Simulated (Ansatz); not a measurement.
Reaction (ligand exchange at the In–O bond): `[OH][In]([Cl])[Cl]` + H₂S → `[SH][In]([Cl])[Cl]` + H₂O

Gas-phase electronic energies from Ansatz, PBE0-D4/def2-TZVP geometries. CCSD(T)/CBS adds triple-zeta CCSD(T) − MP2 to the extrapolated MP2 energy (def2 sets, frozen cores). This one scheme is used for every species. Elements past krypton have def2 core potentials. For In outer-core shells are correlated without core-valence functions, which leaves a few kJ/mol of doubt a bond. One conformer a species, not always the lowest.

```tsv
species	MP2/def2-QZVPP energy (Eh)
`[OH][In]([Cl])[Cl]`	-1185.01783
H₂S	-398.92680
`[SH][In]([Cl])[Cl]`	-1507.62271
H₂O	-76.34932
```

Work out ΔE.

ΔE = (-1507.62271) + (-76.34932) − (-1185.01783) − (-398.92680) = -0.02740 Eh = -0.75 eV. CCSD(T)/CBS gives -0.71 eV.

Largest T1 diagnostic among the species: 0.014.

At CCSD(T), def2-SVP lies +0.07 eV from the extrapolated value and def2-TZVPP +0.02 eV. From PBE to PBE0 (25 % exact exchange), in def2-TZVPP and without D4, ΔE moves by −0.07 eV.
